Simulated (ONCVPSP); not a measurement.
## Configuration tests for Te (Z = 52) (ONCV)

| Item | Value |
| --- | --- |
| Element | Te |
| Generator | ONCVPSP 4.0.1 |
| Type | optimised norm-conserving Vanderbilt (ONCV) |
| Functional | LDA (Perdew-Wang 92) |
| Relativity | non-relativistic |
| Frozen core | [Ar] 3d10 4s2 |
| Valence charge | 22 |
| Reference configuration | 4p6 4d10 5s2 5p4 |
| Partial waves | 5s: rc 1.90 bohr, ncon 3, nbas 6, qcut 3.1 1/bohr, 2 projectors, debl 3.5 Ha; 4p+5p: rc 1.30 bohr, ncon 4, nbas 8, qcut 13 1/bohr, 2 projectors; 4d: rc 1.55 bohr, ncon 3, nbas 8, qcut 11.6 1/bohr, 3 projectors, debl 1.7 Ha |
| Local potential | polynomial inside 1.25 bohr (lpopt 5, dvloc0 4 Ha) |
| Core correction | none |

Energies are relative to the spin-unpolarised reference configuration 4p6 4d10 5s2 5p4; without spin polarisation the order of configurations can differ from experiment.

```json
{"valence configuration": "4p6 4d10 5s2 5p2", "charge": "+2", "ΔE all-electron (eV)": "28.082", "error AE − PS (meV)": "-0.2"}
{"valence configuration": "4p6 4d10 5s2 5p1", "charge": "+3", "ΔE all-electron (eV)": "55.196", "error AE − PS (meV)": "0.0"}
{"valence configuration": "4p6 4d10 5s1 5p4", "charge": "+1", "ΔE all-electron (eV)": "18.533", "error AE − PS (meV)": "-2.9"}
```

Task: What are ΔE and the potential's error for 4p6 4d10 5s2 5p3?

Result: ΔE = 9.944 eV all-electron; the error (AE − PS) is 0.0 meV.

Levels in the configuration 4p6 4d10 5s2 5p2:

```json
{"level": "4p", "all-electron (eV)": "-130.889", "pseudo (eV)": "-130.934"}
{"level": "4d", "all-electron (eV)": "-63.004", "pseudo (eV)": "-63.025"}
{"level": "5s", "all-electron (eV)": "-31.581", "pseudo (eV)": "-31.570"}
{"level": "5p", "all-electron (eV)": "-22.512", "pseudo (eV)": "-22.512"}
```

Note: no bound ghost flagged; GHOST(+) flagged for s at 21.1 eV.
